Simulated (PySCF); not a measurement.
**Correlation energy of Pt⁶⁶⁺ (platinum, charge +66)**

[Ne] 3s2, closed-shell 1S. All numbers are calculated (PySCF 2.14, the non-relativistic Hamiltonian (point nucleus), in an uncontracted even-tempered set (16 s from 20 bohr⁻², ratio 2.5; 10 p from 26 bohr⁻², ratio 2.5; 4 d from 95 bohr⁻², ratio 2.7; 4 f from 140 bohr⁻², ratio 2.7)). Frozen: 1s2; 10 electrons correlated; the 17 highest virtual orbitals of each spin left out.

```tsv
level	correlation energy (mhartree)
CCSD	-613.51
(T)	-1.76
CCSD(T)	-615.27
```

Diagnostics: T1 = 0.00017, D1 = 0.0005, largest double amplitude 0.086.

A non-relativistic calculation at this Z misses sizeable relativistic shifts.

Cost of the coupled-cluster step: about 2.4 core-seconds, for 10 correlated electrons.

Iterations:

```
CC2 = 0
CCSD nocc = 5, nmo = 76
frozen orbitals [0, 77, 78, 79, 80, 81, 82, 83, 84, 85, 86, 87, 88, 89, 90, 91, 92, 93]
max_cycle = 100
direct = 0
conv_tol = 1e-08
conv_tol_normt = 1e-06
diis_space = 8
diis_start_cycle = 0
Init t2, MP2 energy = -12041.0401598501  E_corr(MP2) -0.528287324720926
Init E_corr(CCSD) = -0.528287324720935
cycle = 1  E_corr(CCSD) = -0.583961705941362  dE = -0.0556743812  norm(t1,t2) = 0.0329371
cycle = 2  E_corr(CCSD) = -0.60316577551437  dE = -0.0192040696  norm(t1,t2) = 0.0116405
cycle = 3  E_corr(CCSD) = -0.613523044521324  dE = -0.010357269  norm(t1,t2) = 0.00409341
cycle = 4  E_corr(CCSD) = -0.613501591876281  dE = 2.1452645e-05  norm(t1,t2) = 9.08732e-06
cycle = 5  E_corr(CCSD) = -0.613505163627276  dE = -3.57175099e-06  norm(t1,t2) = 1.32159e-06
cycle = 6  E_corr(CCSD) = -0.613505145031303  dE = 1.85959736e-08  norm(t1,t2) = 3.63458e-08
cycle = 7  E_corr(CCSD) = -0.613505113204307  dE = 3.18269957e-08  norm(t1,t2) = 2.91712e-08
cycle = 8  E_corr(CCSD) = -0.61350511045903  dE = 2.74527689e-09  norm(t1,t2) = 1.70387e-08
CCSD converged
E(CCSD) = -12041.12537763588  E_corr = -0.6135051104590301
CCSD(T) correction = -0.0017597150072565
```

At this charge a non-relativistic calculation is a model, useful for the Z dependence of the correlation energy.
